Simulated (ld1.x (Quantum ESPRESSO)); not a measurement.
Configuration tests for lanthanum (La) (RRKJ)

```json
{"Element": "La", "Generator": "ld1.x (Quantum ESPRESSO) 7.5", "Type": "norm-conserving RRKJ (Kleinman–Bylander form)", "Functional": "LDA (PZ)", "Relativity": "scalar-relativistic", "Frozen core": "[Kr] 4d10 5s2", "Valence charge": "9", "Reference configuration": "4f0 5p6 5d1 6s0.5 6p0 (charge +1.5)", "Partial waves": "5p (bound): rc 3.15 bohr; 5d (bound): rc 3.30 bohr; 4f (bound, empty): rc 0.85 bohr; 6s (bound): rc 2.85 bohr", "Local potential": "the s channel", "Core correction": "Bessel-smoothed model core inside 0.60 bohr", "rho0": "0.01"}
```

Energies are relative to the spin-unpolarised reference configuration 4f0 5p6 5d1 6s0.5 6p0; without spin polarisation the order of configurations can differ from experiment. Spin-polarised rows fill each open shell by Hund’s rule, majority spin first.

```csv
valence configuration,charge,ΔE all-electron (eV),error AE − PS (meV)
4f0 5p6 5d1 6s2 6p0,0,-11.099,+17
4f0 5p6 5d1 6s1 6p0,+1,-4.937,+2.3
4f0 5p6 5d1 6s0 6p0,+2,6.216,-1.9
4f0 5p6 5d1.5 6s1.5 6p0,0,-10.738,+17
4f0 5p5 5d1 6s2 6p0,+1,15.985,-134
4f0 5p6 5d1 6s1 6p1,0,-8.640,-282
4f0 5p6 5d2 6s0 6p0,+1,-4.790,-21
4f0 5p6 5d1 6s0.5 6p0 (spin-polarised),+1.5,-0.263,+6.1
4f0 5p6 5d1 6s2 6p0 (spin-polarised),0,-11.197,+20
```
